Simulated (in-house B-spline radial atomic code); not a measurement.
RPA and G0W0 for Lu3+, [Xe] 4f14, as one setting changes: the share of exact exchange in the PBE hybrid start. A dash marks a level of low quasi-particle weight. Computed with an all-electron radial atomic-structure program (B-spline basis): all electrons, scalar-relativistic (spin-free one-electron X2C), finite nucleus, each spin shell either full or empty, empty states to l = 9 with an (l + 1/2)⁻⁴ tail; G0W0 by contour deformation at full frequency.

Without the two-electron picture change, the correlation of inner shells comes somewhat too large for so heavy an element.

```csv
share of exact exchange in the PBE hybrid start,mean-field level (eV),G0W0 level (eV),RPA correlation (Eh)
0,-36.19,4f -46.01,-6.3996
0.1,-37.52,4f -46.02,-6.3428
0.2,-38.87,4f -46.00,-6.2881
0.3,-40.24,4f -45.95,-6.2353
0.4,-41.63,4f -45.87,-6.1843
0.5,-43.02,4f -45.78,-6.1349
0.6,-44.44,4f -45.66,-6.0869
0.7,-45.86,4f -45.54,-6.0403
0.8,?,?,?
0.9,?,?,?
1,-50.23,4f -45.10,-5.9079
```

(1) What belongs in the row for 0.8?

(2) What belongs in the row for 0.9?

(3) At what share of exact exchange does G0W0 leave the highest level unchanged?

Answers

(1) mean-field level (eV): -47.31; G0W0 level (eV): 4f -45.40; RPA correlation (Eh): -5.995.

(2) mean-field level (eV): -48.76; G0W0 level (eV): 4f -45.26; RPA correlation (Eh): -5.9509.

(3) Near 0.68, where the shift changes sign (-1.229 eV at 0.6, +0.323 eV at 0.7).
